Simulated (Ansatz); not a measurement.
Isolated molecules relaxed with PBE0-D4/def2-TZVP in Ansatz; ΔE leaves out vibrations. CBS: MP2 limit from def2 TZ/QZ plus the TZ coupled-cluster correction, frozen cores. For Ge outer-core shells are correlated without core-valence functions, which leaves a few kJ/mol of doubt a bond. Scalar relativity is left out up to krypton. Each species was taken in one conformer, which may not be the lowest.

`BO[SiH](N)[SiH3]` + `[OH][Ge][OH]` → `[OH][Ge][O][SiH3]` + `BO[SiH2]N`  (cleavage of the Si–Si bond)

```json
{"species": "`BO[SiH](N)[SiH3]`", "CCSD(T)/CBS(def2) energy (Eh)": "-737.74391"}
{"species": "`[OH][Ge][OH]`", "CCSD(T)/CBS(def2) energy (Eh)": "-2227.71391"}
{"species": "`[OH][Ge][O][SiH3]`", "CCSD(T)/CBS(def2) energy (Eh)": "-2518.03462"}
{"species": "`BO[SiH2]N`", "CCSD(T)/CBS(def2) energy (Eh)": "-447.46661"}
```

Question: Work out ΔE.

Answer: ΔE = (-2518.03462) + (-447.46661) − (-737.74391) − (-2227.71391) = -0.04341 Eh = -27.2 kcal/mol.

Largest T1 diagnostic among the species: 0.015.

The D4 term adds +1.2 kcal/mol with B3LYP and +0.7 kcal/mol with PBE0; it sums over pairs of atoms, weighted by their polarisabilities, and B3LYP, whose exchange is more repulsive, gets the larger term. From PBE to PBE0 (25 % exact exchange), in def2-TZVPP and without D4, ΔE moves by −2.2 kcal/mol. In def2-TZVPP, CCSD(T) changes the Hartree–Fock value by +7.0 kcal/mol (the triples alone add +0.9 kcal/mol) and MP2 by +5.1 kcal/mol.

B3LYP here is the variant with VWN-RPA as its local correlation; programs differ in this.
